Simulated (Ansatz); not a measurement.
The same path of BrH + Ge2H6 (10 atoms, charge 0, multiplicity 1) was run 3 times with different band settings. Lost on the way: Ge1–Ge2, Br9–H10. Made: Ge1–Br9, Ge2–H10.

Computed with RKS B3LYP-D4/def2-SVP (Ansatz 0.2.0).

Relaxed end points:

```xyz
10
Properties=species:S:1:pos:R:3
Ge 0.293 -0.014 0.130
Ge 0.300 0.011 2.571
H -1.055 -0.489 3.127
H 1.397 -0.917 3.135
H 0.529 1.436 3.116
H 1.751 -0.029 -0.379
H -0.414 1.239 -0.420
H -0.425 -1.276 -0.387
Br -3.654 0.235 1.022
H -2.824 -0.195 2.107
```

```xyz
10
Properties=species:S:1:pos:R:3
Ge -0.494 0.229 -0.681
Ge -0.159 -0.299 3.440
H -0.486 -0.680 4.897
H 1.081 -1.086 2.974
H 0.135 1.210 3.355
H 0.536 0.878 0.258
H -0.225 0.600 -2.149
H -0.547 -1.294 -0.487
Br -2.590 1.085 -0.119
H -1.354 -0.643 2.535
```

Common settings: spring 5.0 eV/Å²; start path through a guess of the saddle point; force threshold 0.05 eV/Å; iteration limit 60; end points relaxed.

| run | movable images | climbing image | optimiser |
| --- | --- | --- | --- |
| 1 | 7 | yes | quadratic models (default) |
| 2 | 6 | no | quadratic models (default) |
| 3 | 7 | yes | fire |

(1) What does each run give, and how far can it be trusted?

Results:

(1) Run 1: converged after 23 iterations, highest image 1.823 eV above the first end. Neighbouring images differ by up to 1.3 eV, so the band resolves the path poorly. A vibrational analysis at the climbing image gives one clearly imaginary mode, 745i cm⁻¹: a first-order saddle point.
Run 2: converged after 57 iterations, highest image 0.011 eV above the first end. A structure lower than the last end lies on the path between it and the top, so the climb from that side starts below the end, which may itself be a saddle point or a shallow side well. No image climbed, so the highest image needn't sit at the top of the path. A band with more images between the same ends climbed to 1.82 eV, so this one has probably stepped over the top.
Run 3: converged after 48 iterations, highest image 1.843 eV above the first end. The order of the point at the top wasn't checked.
The orbitals stay closed-shell, which can raise the energy where a bond breaks towards radicals; this wasn't checked here.
